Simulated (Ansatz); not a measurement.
Ansatz results at the PBE0-D4/def2-TZVP geometry: LUMO energy (ωB97M-V/def2-TZVPP) 0.74 eV; HOMO–LUMO gap (ωB97M-V/def2-TZVPP) 9.28 eV; ideal-gas entropy at 298 K and 1 bar (rigid rotor, harmonic PBE0-D4/def2-TZVP) 328 J/(mol·K).

Each molecule was computed in one conformer, which needn't be the lowest.

**Question.** Which molecule gave them?
A. `C=CBCI`
B. `NC[NH][InH2]`
C. `[AlH2][B]1[SiH2][Se]1`
D. `C/C(O)=C/N`

**Answer.** B. The others give `[AlH2][B]1[SiH2][Se]1`: -0.31, 8.53, 354; `C=CBCI`: 0.19, 9.66, 350; `C/C(O)=C/N`: 2.39, 10.82, 312.
